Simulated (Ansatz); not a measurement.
`[CH2]1[GeH2][Se]1`, one more setting.

```yaml
crystal:
  periodic: [false, false, false]
  atoms:
    - {symbol: C, position_ang: [-0.709919, -0.247396, -0.679308]}
    - {symbol: Ge, position_ang: [0.568396, 0.373217, 0.620005]}
    - {symbol: Se, position_ang: [-0.630192, -1.690394, 0.727592]}
    - {symbol: H, position_ang: [-1.364941, 0.416521, -0.722056]}
    - {symbol: H, position_ang: [-0.330179, -0.571272, -1.700167]}
    - {symbol: H, position_ang: [0.276180, 1.798003, 1.913923]}
    - {symbol: H, position_ang: [2.425079, 0.349742, 0.302169]}
basis:
  gaussian: {orbitals: def2-TZVPP}
total_charge: 1
magnetization: {spin_polarized: true, initial_magnetization: 1}
hamiltonian: {xc: {name: HF}}
correlation: {active_space: {window: {electrons: 40, orbitals: 30}}}
scf: {lower_state_search: light}
```

```sh
$ ansatz run in.yaml --threads 2 --pin off --events-out ev --progress --plain --max-ram 4352MiB
```

Shortened log:

```
Error: invalid value for `correlation.active_space`: it starts from restricted Hartree–Fock orbitals; set hamiltonian.xc: hf without magnetization.spin_polarized
```
